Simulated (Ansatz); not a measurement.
Born–Oppenheimer molecular dynamics of F₂H₂O₂Zr (7 atoms, charge 0, multiplicity 1). It starts from a relaxed structure.

The calculation used Ansatz, RKS PBE/def2-SVP.

| Property | Result |
| --- | --- |
| ensemble | NVT, Langevin thermostat |
| time step | 1 fs |
| steps asked | 150 |
| set temperature | 100 K |
| friction | 0.01 /fs |
| temperature schedule | 37 steps to 100 K, then 113 steps to 10 K |
| seed | 339524 |

First frame:

```xyz
7
Properties=species:S:1:pos:R:3
Zr -0.013 -0.055 0.110
F 0.110 0.249 2.008
O 1.756 -0.315 -0.600
H 2.601 -0.575 -0.990
F -0.805 1.491 -0.723
O -1.135 -1.582 -0.210
H -1.631 -2.394 -0.376
```

**Question.** How far do the bonds stretch over the last three quarters of this one trajectory? (Pairs bonded in most of those frames.)

**Answer.** 
```
  bond  mean (Å)  spread (Å)  shortest  longest
Zr1–F2     1.926       0.015      1.90     1.95
Zr1–O3     1.931       0.013      1.91     1.95
Zr1–F5     1.928       0.016      1.90     1.96
Zr1–O6     1.924       0.012      1.90     1.94
 O3–H4     0.966       0.005      0.96     0.98
 O6–H7     0.967       0.015      0.94     1.00
```

Mean temperature of the second half: 45 K. The schedule's set-point averaged 40 K over the second half and the system 45 K. A run of 0.15 ps of so small a system gives no equilibrium averages.

Run time: 4.3 min on 2 threads of Arm Neoverse V1, on a shared host, peak memory 0.13 GiB.
